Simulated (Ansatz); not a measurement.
Geometry optimisation, RKS PBE-D4/def2-SVP (Ansatz 0.2.0).

input.yaml

```yaml
crystal:
  periodic: [false, false, false]
  atoms:
    - { symbol: Al, position_ang: [-0.029492, -0.216963, 0.011598] }
    - { symbol: O, position_ang: [-0.003056, -0.319726, 1.762991] }
    - { symbol: H, position_ang: [-0.837001, -0.409195, 2.260464] }
    - { symbol: Cl, position_ang: [1.773507, -0.441672, -1.010897] }
    - { symbol: F, position_ang: [-1.477102, -0.098076, -0.811748] }
    - { symbol: Br, position_ang: [0.512063, 3.118652, 1.263698] }
    - { symbol: H, position_ang: [0.478781, 1.81228, 2.024093] }
basis:
  gaussian: { orbitals: def2-SVP }
hamiltonian:
  xc: pbe
  dispersion: d4
relax:
  f_tol: 0.03
  max_steps: 50
output:
  orbitals: {}
```

Run as:

```bash
$ ansatz run input.yaml --threads 2 --pin off --max-ram 3072MiB --backend cpu --events-out ev --progress --plain --runs-dir out
```

**Question.** Where does it end, and by what steps?

**Answer.** The forces met the threshold. After 19 steps the energy has fallen by 1.400 eV; H7 moved furthest, 1.15 Å. Parted: Br6–H7 (1.51 → 2.87 Å). Joined: Al1–Br6 (3.60 → 2.29 Å), O2–H7 (2.20 → 0.98 Å).

```
step  energy less start (eV)  largest force component (eV/Å)  accepted
   0                  0.0000                           1.208       yes
   1                 -0.1375                           0.235       yes
   2                 -0.2273                           0.536       yes
   3                 -0.3162                           0.541       yes
   4                 -0.3055                           1.843        no
   5                 -0.4004                           0.607       yes
   6                 -0.5034                           0.897       yes
   7                 -0.6870                           1.583       yes
   8                 -0.5638                           7.502        no
   9                 -0.9609                           1.474       yes
  10                 -1.1467                           0.563       yes
  11                 -1.2579                           0.446       yes
  12                 -1.3136                           1.206       yes
  13                 -1.3577                           0.696       yes
  14                 -1.3799                           0.276       yes
  15                 -1.3914                           0.189       yes
  16                 -1.3952                           0.116       yes
  17                 -1.3986                           0.118       yes
  18                 -1.3992                           0.031       yes
  19                 -1.3995                           0.018       yes
```

```xyz
7
Properties=species:S:1:pos:R:3
Al 0.186 0.593 -0.005
O 0.082 0.000 1.882
H -0.814 -0.384 2.001
Cl 1.779 -0.451 -0.908
F -1.379 0.062 -0.352
Br 0.440 2.824 0.435
H 0.123 0.802 2.448
```

Time of the run: 51 s on 2 threads of Arm Neoverse V2, on a shared host, peak memory 0.18 GiB.
